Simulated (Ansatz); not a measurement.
The cluster Na5H4⁺ (the lowest singlet isomer of a short search). Charge 1, multiplicity 1. Geometry r2SCAN-D4/def2-SVP, basis def2-TZVP, Ansatz.

```tsv
atom	x (Å)	y (Å)	z (Å)
Na1	0.7294	-2.3809	1.6190
Na2	1.6780	1.6999	1.7644
Na3	-1.9598	-1.6414	-1.5098
Na4	0.4050	-0.0811	-0.3666
Na5	-1.0115	2.4357	-1.3628
H6	-1.3994	0.3871	-1.7107
H7	1.4782	-0.4024	1.6405
H8	-0.4685	-2.1887	-0.1140
H9	0.5486	2.1720	0.0399
```

| run | HOMO (eV) | LUMO (eV) |
| --- | --- | --- |
| A | -11.37 | -2.15 |
| B | -8.65 | -3.72 |
| C | -11.41 | -2.03 |
| D | -7.87 | -3.37 |
| E | -8.77 | -3.41 |
| F | -7.81 | -4.12 |

LC-ωPBE has ω = 0.4 bohr⁻¹. B3LYP takes the VWN-RPA correlation. The structure comes from a short search, and lower isomers may exist.

**Question.** The runs used B3LYP, HF, LC-ωPBE, LDA (SPW92), PBE0, r2SCAN. Estimate which is which.

**Answer.** A LC-ωPBE (range-separated); B B3LYP (20 % exact exchange); C HF (100 % exact exchange); D r2SCAN (0 % exact exchange); E PBE0 (25 % exact exchange); F LDA (SPW92) (0 % exact exchange). Exact exchange lowers occupied and raises empty levels; among semilocal functionals meta-GGAs tend to open the gap a little, and such runs are hard to tell apart. The gap grows from 3.69 eV (LDA (SPW92)) to 9.39 eV (HF).
